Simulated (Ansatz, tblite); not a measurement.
Isomers of W2O6⁺ (doublet), found by a short tight-binding search and relaxed with PBE-D4/def2-SVP in Ansatz.

In the def2 sets W takes a core potential; there is no spin–orbit coupling. The xTB rows come from tblite. B3LYP takes the VWN-RPA correlation.

Run but left out: HF/def2-TZVP, MP2/def2-TZVP (A: ⟨S²⟩ 1.12, where a pure state has 0.75).

A: At LDA (SPW92)/def2-TZVP, PBE-D4/def2-TZVP, r2SCAN-D4/def2-TZVP the gap within one spin of the charge 1 doublet nearly closes, so an electron or hole may be smeared out by delocalisation error. B: It holds 1 O–O bond.

Other spin states were run for one of them alone.

A:

```xyz
8

W     0.669   -0.949    0.883
W    -0.669    0.949   -0.883
O    -1.292    2.497   -0.411
O     1.114    0.531   -0.272
O    -0.970    0.714   -2.574
O     0.970   -0.714    2.574
O    -1.114   -0.531    0.272
O     1.292   -2.497    0.411
```

B:

Cartesian coordinates in Å:
```
W -1.411 -1.348 -0.625
W 0.604 0.418 0.453
O -0.995 0.436 -0.815
O -0.180 -1.417 0.771
O 1.060 1.644 1.815
O -0.039 2.148 1.005
O -0.945 -2.265 -1.970
O 1.905 0.384 -0.634
```

C:

```xyz
8

W    -0.6089    0.7396    1.1494
W     0.9485   -1.6422   -1.3577
O     2.2791   -0.6818   -1.8087
O     0.5101    1.4633    2.3048
O     0.2108   -0.7511    0.0563
O    -1.9797    0.1983    2.1129
O    -1.2024    2.0716    0.1706
O    -0.1575   -1.3976   -2.6276
```

Question: Estimate which lies lowest at each level, and how far above it the others are (kJ/mol).

Answer: 
| level | A | B | C |
| --- | --- | --- | --- |
| GFN1-xTB | 0.0 | 327.1 | 186.5 |
| GFN2-xTB | 0.0 | 81.4 | 206.2 |
| LDA (SPW92)/def2-TZVP | 0.0 | 208.5 | 140.2 |
| PBE-D4/def2-TZVP | 0.0 | 220.0 | 113.4 |
| r2SCAN-D4/def2-TZVP | 0.0 | 214.0 | 125.0 |
| B3LYP-D4/def2-TZVP | 0.0 | 194.6 | 95.5 |
| PBE0-D4/def2-TZVP | 0.0 | 165.8 | 99.0 |
Point groups (tolerance 0.1 Å): A D2h, B not assigned, C not assigned. Lower isomers may exist.
